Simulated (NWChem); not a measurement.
System: C$_{2}$H$_{9}$NSi; SMILES C[SiH2]CN

Output (shortened):

```
             Northwest Computational Chemistry Package (NWChem) 7.3.0
             --------------------------------------------------------

 C1  symmetry detected

                             Geometry "geometry" -> ""
                             -------------------------

 Output coordinates in angstroms (scale by  1.889725989 to convert to a.u.)

  No.       Tag          Charge          X              Y              Z
 ---- ---------------- ---------- -------------- -------------- --------------
    1 C                    6.0000     0.98251963     1.58819750     0.13290739
    2 Si                  14.0000    -0.63516197     0.67054864    -0.16027128
    3 C                    6.0000    -0.49376729    -1.14225541     0.37681774
    4 N                    7.0000     0.63919045    -1.77981897    -0.27591553
    5 H                    1.0000     1.26438299     1.57182959     1.19760220
    6 H                    1.0000     0.89835459     2.64105473    -0.17738046
    7 H                    1.0000     1.79971636     1.13450178    -0.44987057
    8 H                    1.0000    -1.73492356     1.31945034     0.62642391
    9 H                    1.0000    -0.99573344     0.73942263    -1.61038134
   10 H                    1.0000    -0.50496053    -1.20453214     1.48784663
   11 H                    1.0000    -1.42505299    -1.63374892     0.04439038
   12 H                    1.0000     1.51545134    -1.39541726     0.07103991
   13 H                    1.0000     0.66818569    -2.77716156    -0.07281479

 Effective nuclear repulsion energy (a.u.)     173.3629342393

  pbe96 is a nonlocal functional; adding pw91lda local functional.

                                 NWChem DFT Module
                                 -----------------

 Summary of "ao basis" -> "ao basis" (spherical)
 ------------------------------------------------------------------------------
       Tag                 Description            Shells   Functions and Types
 ---------------- ------------------------------  ------  ---------------------
 C                         def2-tzvp                11       31   5s3p2d1f
 Si                        def2-tzvp                13       37   5s5p2d1f
 N                         def2-tzvp                11       31   5s3p2d1f
 H                         def2-tzvp                 4        6   3s1p

            General Information
            -------------------
          SCF calculation type: DFT
          Wavefunction type:  closed shell.
          No. of atoms     :    13
          No. of electrons :    42
           Alpha electrons :    21
            Beta electrons :    21
          Charge           :     0
          Spin multiplicity:     1
          Use of symmetry is: off; symmetry adaption is: off
          Maximum number of iterations: 150
          AO basis - number of functions:   184
                     number of shells:    82
          Convergence on energy requested:  1.00D-06
          Convergence on density requested:  1.00D-05
          Convergence on gradient requested:  5.00D-04

              XC Information
              --------------
          PerdewBurkeErnzerhof Exchange Functional  1.000
            Perdew 1991 LDA Correlation Functional  1.000 local
           PerdewBurkeErnz. Correlation Functional  1.000 non-local

             Grid Information
             ----------------
          Grid used for XC integration:  medium
          Radial quadrature: Mura-Knowles
          Angular quadrature: Lebedev.
          Tag              B.-S. Rad. Rad. Pts. Rad. Cut. Ang. Pts.
          ---              ---------- --------- --------- ---------
          C                   0.70       49          12.0       434
          Si                  1.10       88          11.0       590
          N                   0.65       49          12.0       434
          H                   0.35       45          13.0       434
          Grid pruning is: on
          Number of quadrature shells:   640
          Spatial weights used:  Erf1

      Superposition of Atomic Density Guess
      -------------------------------------

 Sum of atomic energies:        -422.98790153

      Non-variational initial energy
      ------------------------------

 Total energy =    -425.293266
 1-e energy   =    -923.438319
 2-e energy   =     324.782119
 HOMO         =      -0.303796
 LUMO         =       0.041390

------------------------------------------------------------
EAF file 0: "./job.aoints.0" size=639631360 bytes
------------------------------------------------------------
               write      read    awrite     aread      wait
               -----      ----    ------     -----      ----
     calls:     1220         0         0         0         0
   data(b): 6.40e+08  0.00e+00  0.00e+00  0.00e+00
   time(s): 0.00e+00  0.00e+00  0.00e+00  0.00e+00  0.00e+00
rate(mb/s): 0.00e+00  0.00e+00
------------------------------------------------------------

     ---------------------------------------------
      Total Density - Mulliken Population Analysis
     ---------------------------------------------

    Atom       Charge   Shell Charges
 -----------   ------   -------------------------------------------------------
    1 C    6     6.77   0.86  1.12  0.56  0.69  0.12  1.30  1.56  0.53  0.01  0.02  0.00
    2 Si  14    13.51   2.00  0.59  1.39  0.87  0.46  4.11  1.73  0.52  1.21  0.37  0.10  0.13  0.03
    3 C    6     6.39   0.86  1.12  0.54  0.67  0.11  1.19  1.40  0.40  0.02  0.07  0.01
    4 N    7     7.72   0.82  1.16  0.57  0.82  0.19  1.56  1.82  0.74  0.01  0.03  0.00
    5 H    1     0.81   0.23  0.43  0.12  0.02
    6 H    1     0.81   0.23  0.43  0.12  0.02
    7 H    1     0.81   0.23  0.43  0.12  0.02
    8 H    1     1.05   0.23  0.55  0.27  0.01
    9 H    1     1.05   0.23  0.55  0.27  0.01
   10 H    1     0.85   0.24  0.45  0.14  0.02
   11 H    1     0.83   0.24  0.45  0.13  0.02
   12 H    1     0.69   0.23  0.35  0.08  0.03
   13 H    1     0.70   0.23  0.35  0.08  0.03

   convergence    iter        energy       DeltaE   RMS-Dens  Diis-err
 ---------------- ----- ----------------- --------- --------- ---------
 d= 0,ls=0.0,diis     1   -425.5405999893 -5.99D+02  4.07D-03  8.76D-01
 d= 0,ls=0.0,diis     2   -425.5574401278 -1.68D-02  3.10D-03  3.05D-01
 d= 0,ls=0.0,diis     3   -425.5594175536 -1.98D-03  1.39D-03  3.14D-01
 d= 0,ls=0.0,diis     4   -425.5914905424 -3.21D-02  2.06D-04  1.71D-03
 d= 0,ls=0.0,diis     5   -425.5916668191 -1.76D-04  5.79D-05  3.02D-04
  Resetting Diis
 d= 0,ls=0.0,diis     6   -425.5916990031 -3.22D-05  1.82D-05  3.14D-05
 d= 0,ls=0.0,diis     7   -425.5917029402 -3.94D-06  7.89D-06  1.13D-06
 d= 0,ls=0.0,diis     8   -425.5917028014  1.39D-07  4.96D-06  2.10D-06

         Total DFT energy =     -425.591702801393
      One electron energy =     -928.485963153369
           Coulomb energy =      371.241593474300
    Exchange-Corr. energy =      -41.710267361623
 Nuclear repulsion energy =      173.362934239299

 Numeric. integr. density =       41.999973429860

                       DFT Final Molecular Orbital Analysis
                       ------------------------------------

 Vector   19  Occ=2.000000D+00  E=-2.802883D-01
              MO Center= -3.4D-01,  5.9D-01, -5.7D-01, r^2= 3.3D+00
   Bfn.  Coefficient  Atom+Function         Bfn.  Coefficient  Atom+Function
  ----- ------------  ---------------      ----- ------------  ---------------
   156      0.240403   9 H  s                48     -0.217659   2 Si pz
   157      0.157958   9 H  s                46     -0.156935   2 Si px
     6      0.153524   1 C  px              155      0.151550   9 H  s
     9      0.123763   1 C  px               75     -0.119704   3 C  py
    39      0.095311   2 Si pz               45     -0.092533   2 Si pz

 Vector   20  Occ=2.000000D+00  E=-2.681951D-01
              MO Center= -1.1D-01, -1.6D-01,  1.2D-01, r^2= 3.6D+00
   Bfn.  Coefficient  Atom+Function         Bfn.  Coefficient  Atom+Function
  ----- ------------  ---------------      ----- ------------  ---------------
    75      0.263169   3 C  py               47     -0.228446   2 Si py
    78      0.209145   3 C  py                6      0.147742   1 C  px
   168     -0.135675  11 H  s                 7      0.134077   1 C  py
    81      0.134416   3 C  py                9      0.123951   1 C  px
    10      0.103858   1 C  py               38      0.103531   2 Si py

 Vector   21  Occ=2.000000D+00  E=-1.978716D-01
              MO Center=  3.6D-01, -1.5D+00, -2.0D-01, r^2= 1.9D+00
   Bfn.  Coefficient  Atom+Function         Bfn.  Coefficient  Atom+Function
  ----- ------------  ---------------      ----- ------------  ---------------
   107      0.364606   4 N  pz              113      0.317798   4 N  pz
   110      0.303434   4 N  pz              104     -0.165162   4 N  s
   163     -0.165104  10 H  s               103     -0.154399   4 N  s
   162     -0.152407  10 H  s                76     -0.121011   3 C  pz
   102     -0.104100   4 N  s                47     -0.100179   2 Si py

 Vector   22  Occ=0.000000D+00  E=-4.115432D-03
              MO Center=  7.8D-01, -5.2D-01,  2.3D-01, r^2= 7.8D+00
   Bfn.  Coefficient  Atom+Function         Bfn.  Coefficient  Atom+Function
  ----- ------------  ---------------      ----- ------------  ---------------
     5      2.450887   1 C  s               104      1.215445   4 N  s
   175     -0.758585  12 H  s               133     -0.746837   5 H  s
   181     -0.728606  13 H  s               139     -0.707107   6 H  s
   145     -0.706116   7 H  s                73      0.694102   3 C  s
    49     -0.666269   2 Si px               36     -0.604164   2 Si s

[...]
```

Level: PBE/def2-TZVP. Geometry: optimised at PBE0/def2-SVP.

Question: Reconstruct the input file.

Answer: Several could match; the one computed here: the input that was run:
```
start job
memory heap 200 mb stack 900 mb global 1100 mb
geometry units angstroms noautoz
  C      0.977457     1.600073     0.112065
  Si    -0.634871     0.659249    -0.133242
  C     -0.453830    -1.149325     0.406202
  N      0.669455    -1.773905    -0.275173
  H      1.288642     1.591750     1.168656
  H      0.870312     2.650452    -0.199535
  H      1.784518     1.155301    -0.491351
  H     -1.721454     1.296147     0.681090
  H     -1.036031     0.717480    -1.573122
  H     -0.433659    -1.207376     1.517333
  H     -1.387033    -1.654808     0.101266
  H      1.549533    -1.376198     0.046180
  H      0.717749    -2.769951    -0.069399
end
basis spherical
  * library def2-tzvp
end
dft
  xc xpbe96 cpbe96
  iterations 150
  semidirect filesize 400000000
  mulliken
end
task dft energy
```
